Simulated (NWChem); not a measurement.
System: GaH2, doublet; SMILES [GaH2]

NWChem input:

```
start job
memory heap 200 mb stack 900 mb global 1100 mb
geometry units angstroms noautoz
  Ga     0.000000     0.000000    -0.107027
  H      1.382447     0.000000    -0.903006
  H     -1.382447     0.000000    -0.903006
end
basis spherical
  * library def2-tzvp
end
dft
  odft
  mult 2
  xc xpbe96 cpbe96
  iterations 150
  mulliken
end
task dft energy
```

Parts of the log:

```
             Northwest Computational Chemistry Package (NWChem) 7.3.0
             --------------------------------------------------------

 C2V symmetry detected

                             Geometry "geometry" -> ""
                             -------------------------

 Output coordinates in angstroms (scale by  1.889725989 to convert to a.u.)

  No.       Tag          Charge          X              Y              Z
 ---- ---------------- ---------- -------------- -------------- --------------
    1 Ga                  31.0000     0.00000000     0.00000000     0.04824115
    2 H                    1.0000     1.38244700     0.00000000    -0.74773785
    3 H                    1.0000    -1.38244700     0.00000000    -0.74773785

 Effective nuclear repulsion energy (a.u.)      20.7583916666

      Symmetry information
      --------------------

 Group name             C2v
 Group number             16
 Group order               4
 No. of unique centers     2

  pbe96 is a nonlocal functional; adding pw91lda local functional.

                                 NWChem DFT Module
                                 -----------------

 Summary of "ao basis" -> "ao basis" (spherical)
 ------------------------------------------------------------------------------
       Tag                 Description            Shells   Functions and Types
 ---------------- ------------------------------  ------  ---------------------
 Ga                        def2-tzvp                16       48   6s5p4d1f
 H                         def2-tzvp                 4        6   3s1p

      Symmetry analysis of basis
      --------------------------

        a1         26
        a2          6
        b1         16
        b2         12

            General Information
            -------------------
          SCF calculation type: DFT
          Wavefunction type:  spin polarized.
          No. of atoms     :     3
          No. of electrons :    33
           Alpha electrons :    17
            Beta electrons :    16
          Charge           :     0
          Spin multiplicity:     2
          Use of symmetry is: on ; symmetry adaption is: on
          Maximum number of iterations: 150
          AO basis - number of functions:    60
                     number of shells:    24
          Convergence on energy requested:  1.00D-06
          Convergence on density requested:  1.00D-05
          Convergence on gradient requested:  5.00D-04

              XC Information
              --------------
          PerdewBurkeErnzerhof Exchange Functional  1.000
            Perdew 1991 LDA Correlation Functional  1.000 local
           PerdewBurkeErnz. Correlation Functional  1.000 non-local

             Grid Information
             ----------------
          Grid used for XC integration:  medium
          Radial quadrature: Mura-Knowles
          Angular quadrature: Lebedev.
          Tag              B.-S. Rad. Rad. Pts. Rad. Cut. Ang. Pts.
          ---              ---------- --------- --------- ---------
          Ga                  1.30      112           8.0       590
          H                   0.35       45           9.0       434
          Grid pruning is: on
          Number of quadrature shells:   157
          Spatial weights used:  Erf1

      Superposition of Atomic Density Guess
      -------------------------------------

 Sum of atomic energies:       -1924.22430269

      Non-variational initial energy
      ------------------------------

 Total energy =   -1924.230610
 1-e energy   =   -2727.075020
 2-e energy   =     782.086019
 HOMO         =      -0.103664
 LUMO         =      -0.013504

   Symmetry analysis of molecular orbitals - initial alpha
   -------------------------------------------------------

  Numbering of irreducible representations:

     1 a1          2 a2          3 b1          4 b2

  Orbital symmetries:

     1 a1          2 a1          3 b1          4 a1          5 b2
     6 a1          7 b1          8 a1          9 b2         10 b1
    11 a1         12 a2         13 a1         14 b2         15 a1
    16 b1         17 a1         18 b2         19 a1         20 b1
    21 a1         22 a2         23 a1         24 b2         25 b1
    26 a1         27 b2

   Symmetry analysis of molecular orbitals - initial beta
   ------------------------------------------------------

  Numbering of irreducible representations:

     1 a1          2 a2          3 b1          4 b2

  Orbital symmetries:

     1 a1          2 a1          3 b1          4 a1          5 b2
     6 a1          7 b1          8 a1          9 b2         10 b1
    11 a1         12 a2         13 a1         14 b2         15 a1
    16 b1         17 a1         18 b2         19 a1         20 b1
    21 a1         22 a2         23 a1         24 b2         25 b1
    26 a1         27 b2

     ---------------------------------------------
      Total Density - Mulliken Population Analysis
     ---------------------------------------------

    Atom       Charge   Shell Charges
 -----------   ------   -------------------------------------------------------
    1 Ga  31    30.67   2.00  2.00  1.18  0.79  0.87  0.71  5.98  4.44  1.56  0.60  0.50  8.87  1.14 -0.02  0.04  0.01
    2 H    1     1.16   0.22  0.56  0.38  0.00
    3 H    1     1.16   0.22  0.56  0.38  0.00

     --------------------------------------------
      Spin Density - Mulliken Population Analysis
     --------------------------------------------

    Atom       Charge   Shell Charges
 -----------   ------   -------------------------------------------------------
    1 Ga  31     0.76   0.00  0.00  0.00 -0.01  0.09  0.18  0.00  0.01 -0.00  0.18  0.30  0.00 -0.00  0.00  0.00  0.00
    2 H    1     0.12   0.02  0.05  0.05  0.00
    3 H    1     0.12   0.02  0.05  0.05  0.00

   convergence    iter        energy       DeltaE   RMS-Dens  Diis-err
 ---------------- ----- ----------------- --------- --------- ---------
 d= 0,ls=0.0,diis     1  -1925.6603297638 -1.95D+03  8.15D-03  1.29D-01
                                                     3.90D-03  1.20D-01
 d= 0,ls=0.0,diis     2  -1925.6808704136 -2.05D-02  2.00D-03  4.10D-02
                                                     1.85D-03  4.20D-02
 d= 0,ls=0.0,diis     3  -1925.6855084418 -4.64D-03  8.39D-04  1.96D-02
                                                     7.18D-04  1.89D-02
 d= 0,ls=0.0,diis     4  -1925.6880750134 -2.57D-03  4.85D-04  5.65D-04
                                                     3.28D-04  5.37D-04
 d= 0,ls=0.0,diis     5  -1925.6883326829 -2.58D-04  4.28D-05  3.71D-06
                                                     3.54D-05  4.13D-06
  Resetting Diis
 d= 0,ls=0.0,diis     6  -1925.6883362287 -3.55D-06  9.49D-06  3.83D-07
                                                     4.83D-06  1.83D-07
 d= 0,ls=0.0,diis     7  -1925.6883363945 -1.66D-07  1.28D-06  2.40D-09
                                                     1.17D-06  3.52D-09

         Total DFT energy =    -1925.688336394461
      One electron energy =    -2725.561929736169
           Coulomb energy =      854.524035027667
    Exchange-Corr. energy =      -75.408833352598
 Nuclear repulsion energy =       20.758391666639

 Numeric. integr. density =       32.999989015822

                  Occupations of the irreducible representations
                  ----------------------------------------------

                     irrep           alpha         beta
                     --------     --------     --------
                     a1                9.0          8.0
                     a2                1.0          1.0
                     b1                4.0          4.0
                     b2                3.0          3.0

                    DFT Final Alpha Molecular Orbital Analysis
                    ------------------------------------------

 Vector   15  Occ=1.000000D+00  E=-4.018737D-01  Symmetry=a1
              MO Center= -1.1D-14, -2.1D-16, -3.1D-01, r^2= 2.0D+00
   Bfn.  Coefficient  Atom+Function         Bfn.  Coefficient  Atom+Function
  ----- ------------  ---------------      ----- ------------  ---------------
     5      0.599438  1 Ga s                  6      0.250357  1 Ga s
     4     -0.243886  1 Ga s                  3     -0.207940  1 Ga s
    50      0.142660  2 H  s                 56      0.142660  3 H  s
    49      0.096515  2 H  s                 55      0.096515  3 H  s
     2      0.091339  1 Ga s                 26     -0.065680  1 Ga d  2

 Vector   16  Occ=1.000000D+00  E=-2.781291D-01  Symmetry=b1
              MO Center=  5.8D-15, -3.8D-15, -5.2D-01, r^2= 2.7D+00
   Bfn.  Coefficient  Atom+Function         Bfn.  Coefficient  Atom+Function
  ----- ------------  ---------------      ----- ------------  ---------------
    16      0.316273  1 Ga px                50      0.239689  2 H  s
    56     -0.239689  3 H  s                 51      0.182428  2 H  s
    57     -0.182428  3 H  s                 10     -0.150574  1 Ga px
    49      0.142991  2 H  s                 55     -0.142991  3 H  s
    19      0.122463  1 Ga px                25     -0.111446  1 Ga d  1

 Vector   17  Occ=1.000000D+00  E=-1.696414D-01  Symmetry=a1
              MO Center=  2.3D-14,  2.8D-15,  3.5D-01, r^2= 3.0D+00
   Bfn.  Coefficient  Atom+Function         Bfn.  Coefficient  Atom+Function
  ----- ------------  ---------------      ----- ------------  ---------------
     6      0.455783  1 Ga s                 18      0.405184  1 Ga pz
    21      0.341890  1 Ga pz                 5      0.310157  1 Ga s
    51     -0.199382  2 H  s                 57     -0.199382  3 H  s
    12     -0.165421  1 Ga pz                50     -0.152676  2 H  s
    56     -0.152676  3 H  s                  4     -0.126438  1 Ga s

[...]
```

Level: PBE/def2-TZVP, spin-unrestricted. In the optimisation the excess spin sits in a1 (C2v, its own frame). Structure relaxed at the PBE0/def2-SVP, spin-unrestricted level. This spin state was assumed; another may lie lower. No stability test was run on the SCF state.
